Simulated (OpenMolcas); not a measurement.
Ho3+ in Cs2NaYCl6: curves along the breathing mode

Ho3+ with its 6 nearest chloride ions, on the Y site of Cs2NaYCl6 (a = 10.7396 Å, distance in the model lattice 2.619 Å). The rest of the host is ab initio model potentials to 7.6 Å, with orthogonalisation functions on the cations behind the ligands, and point charges beyond; the distance is set by hand and nothing relaxes. Ligand basis ANO-RCC-VDZP.

| Item | Value |
| --- | --- |
| Program | OpenMolcas 26.06 |
| Method | CASSCF |
| Basis | ANO-RCC-VDZP [7s6p4d2f1g] |
| Scalar Hamiltonian | DKH2, point nucleus |
| Active space | 10 electrons in 7 orbitals (4f) |
| State averaging | 2S+1 = 5 even, 35 roots (30 in the spin-orbit step); 2S+1 = 3 even, 106 roots kept (CI in the orbitals of an earlier block); 2S+1 = 1 even, 31 roots kept (CI in the orbitals of an earlier block) |
| Spin-orbit coupling | state interaction with AMFI integrals over the reference wave functions |

Spin-free energies (labels of O, the rotations of Oh) in cm-1 above the lowest fitted minimum, as all ligands move together:

```json
{"R (Å)": "2.472", "5A2": "5740", "5T2": "5840", "5E": "5920", "5T1": "6070", "5A1": "6090", "5T2(2)": "6120", "5T1(2)": "23510"}
{"R (Å)": "2.53", "5A2": "1590", "5T2": "1670", "5E": "1730", "5T1": "1870", "5A1": "1890", "5T2(2)": "1910", "5T1(2)": "19350"}
{"R (Å)": "2.588", "5A2": "40", "5T2": "110", "5E": "170", "5T1": "290", "5A1": "310", "5T2(2)": "330", "5T1(2)": "17800"}
{"R (Å)": "2.646", "5A2": "750", "5T2": "810", "5E": "860", "5T1": "970", "5A1": "980", "5T2(2)": "1000", "5T1(2)": "18510"}
{"R (Å)": "2.705", "5A2": "3500", "5T2": "3550", "5E": "3590", "5T1": "3680", "5A1": "3700", "5T2(2)": "3710", "5T1(2)": "21250"}
{"R (Å)": "2.763", "5A2": "7970", "5T2": "8010", "5E": "8040", "5T1": "8130", "5A1": "8150", "5T2(2)": "8150", "5T1(2)": "25720"}
{"R (Å)": "2.821", "5A2": "14050", "5T2": "14090", "5E": "14110", "5T1": "14200", "5A1": "14210", "5T2(2)": "14210", "5T1(2)": "31800"}
```

Cubic fits give the following; the wavenumber is harmonic, with the mass of all moving ligands, small differences in it between states hang on the degree of the fit, a number in brackets counts states of one label, and the table is a selection of at most 14 states with clean curves.

| State | R0 (Å) | Breathing mode (cm-1) | Minimum (cm-1) |
| --- | --- | --- | --- |
| 5A2 | 2.599 | 324 | 0 |
| 5T2 | 2.599 | 324 | 70 |
| 5E | 2.599 | 324 | 120 |
| 5T1 | 2.599 | 324 | 240 |
| 5A1 | 2.599 | 324 | 260 |
| 5T2(2) | 2.600 | 324 | 280 |
| 5T1(2) | 2.599 | 324 | 17760 |
| 5A1(2) | 2.599 | 324 | 17830 |
| 5T2(3) | 2.599 | 324 | 17880 |
| 5A2(2) | 2.599 | 324 | 17920 |
| 3T1 | 2.599 | 324 | 21180 |
| 3T2 | 2.599 | 324 | 21180 |
| 3A2 | 2.599 | 324 | 21210 |
| 3T2(2) | 2.599 | 324 | 21210 |

For an f ion spin-orbit coupling outweighs the ligand field, so these spin-free curves are not those of observable levels.

High states are left out of the spin-orbit mixing, which shifts the levels that they would mix with. Without dynamic correlation the ligand-field splitting of an f shell can come out too small, at times by half. A group larger than the point group allows holds several states that coincide in this model. No measured value stands beside these numbers.
